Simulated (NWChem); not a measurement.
System meant: CdGeH3Br; SMILES [Br][Cd][GeH3]

Here is an NWChem input.

```
start job
memory heap 200 mb stack 900 mb global 1100 mb
geometry units angstroms noautoz
  Cd    -0.168853    -0.199325    -0.000358
  Br     0.370051    -2.578764    -0.000387
  Ge    -0.727492     2.266071    -0.000329
  H     -1.585100     2.631056     1.226320
  H      0.556389     3.116379     0.040925
  H     -1.515472     2.646927    -1.268155
end
basis spherical
  Cd library def2-svp
  Br library def2-svp
  Ge library def2-svp
  H library def2-svp
end
ecp
  Cd library def2-ecp
end
dft
  xc b3lyp
  iterations 4
  mulliken
end
task dft energy
```

End of the output:

```
    Atom       Charge   Shell Charges
 -----------   ------   -------------------------------------------------------
    1 Cd  20    19.80   0.01  1.03  0.93  0.66  0.37  5.64  0.68  0.43  8.64  1.40  0.00
    2 Br  35    35.14   2.00  2.00  1.96  1.14  0.73  5.99  5.81  2.45  3.04  7.84  2.04  0.14
    3 Ge  32    31.93   2.00  2.00  1.94  0.77  0.37  5.99  5.82  1.45  1.41  7.79  2.04  0.34
    4 H    1     1.05   0.61  0.41  0.03
    5 H    1     1.05   0.61  0.41  0.03
    6 H    1     1.05   0.61  0.41  0.03

 center of mass
 --------------
 x =  -0.00000000 y =  -0.00000000 z =   0.06736011

 moments of inertia (a.u.)
 ------------------
        3498.739458612723          -0.000000000000          -0.000000000000
          -0.000000000000        3498.739458612723          -0.000000000000
          -0.000000000000          -0.000000000000          22.410858830096

     Multipole analysis of the density
     ---------------------------------

     L   x y z        total         alpha         beta         nuclear
     -   - - -        -----         -----         ----         -------
     0   0 0 0     -0.000000    -45.000000    -45.000000     90.000000

     1   1 0 0     -0.000000     -0.000000     -0.000000     -0.000000
     1   0 1 0      0.000000      0.000000      0.000000      0.000000
     1   0 0 1     -0.917594      0.600206      0.600206     -2.118007

     2   2 0 0    -43.178863    -27.148645    -27.148645     11.118428
     2   1 1 0     -0.000000     -0.000000     -0.000000      0.000000
     2   1 0 1      0.000000      0.000000      0.000000      0.000000
     2   0 2 0    -43.178863    -27.148645    -27.148645     11.118428
     2   0 1 1     -0.000000     -0.000000     -0.000000      0.000000
     2   0 0 2    -50.665194   -812.604788   -812.604788   1574.544382

 ------------------------------------------------------------------------
 dft energy failed                                                                                  0
 ------------------------------------------------------------------------
 ------------------------------------------------------------------------
  current input line :
    25: task dft energy
 ------------------------------------------------------------------------
 ------------------------------------------------------------------------
 This type of error is most commonly associated with calculations not reaching convergence criteria
 ------------------------------------------------------------------------
 For more information see the NWChem manual at https://nwchemgit.github.io

0:dft energy failed:Received an Error in Communication
```

Question: Find the fault in this run and fix the input.

Answer: The run did not converge; its last values are not results. Cause: the SCF was allowed too few iterations. This input runs:
```
start job
memory heap 200 mb stack 900 mb global 1100 mb
geometry units angstroms noautoz
  Cd    -0.168853    -0.199325    -0.000358
  Br     0.370051    -2.578764    -0.000387
  Ge    -0.727492     2.266071    -0.000329
  H     -1.585100     2.631056     1.226320
  H      0.556389     3.116379     0.040925
  H     -1.515472     2.646927    -1.268155
end
basis spherical
  Cd library def2-svp
  Br library def2-svp
  Ge library def2-svp
  H library def2-svp
end
ecp
  Cd library def2-ecp
end
dft
  xc b3lyp
  iterations 150
  mulliken
end
task dft energy
```
It converges to -4820.30975 Ha (B3LYP/def2-SVP with def2 effective core potentials on Cd).
